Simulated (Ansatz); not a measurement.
Isomers of Mg₅⁻ (doublet), relaxed with B3LYP/def2-SVPD; total energies from Ansatz at PBE0/def2-TZVPD.

```tsv
isomer	description	energy (Eh)
A	point group C2v; 6 × Mg–Mg 3.15 to 3.29 Å	-999.89112
B	point group Cs; 5 × Mg–Mg 3.18 to 3.21 Å	-999.88009
```

The isomers come from a short search, and lower ones may exist.

Task: Work out the relative energies (1 Eh = 2625.5 kJ/mol) and the Boltzmann populations at 800 K from electronic energies alone (R = 8.314 J/mol/K).

Result: ΔE: A 0.0, B 29.0 kJ/mol. RT = 6.65 kJ/mol. Factors exp(−ΔE/RT): A 1, B 0.0128; sum 1.013. Populations: A 98.7 %, B 1.3 %. Zero-point energy, vibrational entropy and symmetry numbers are left out and can shift these; an error of 4 kJ/mol changes a ratio by a factor of 1.8. Over the other density-functional and correlated levels in def2 sets, the gap between A and B ranges from 19 to 34 kJ/mol.
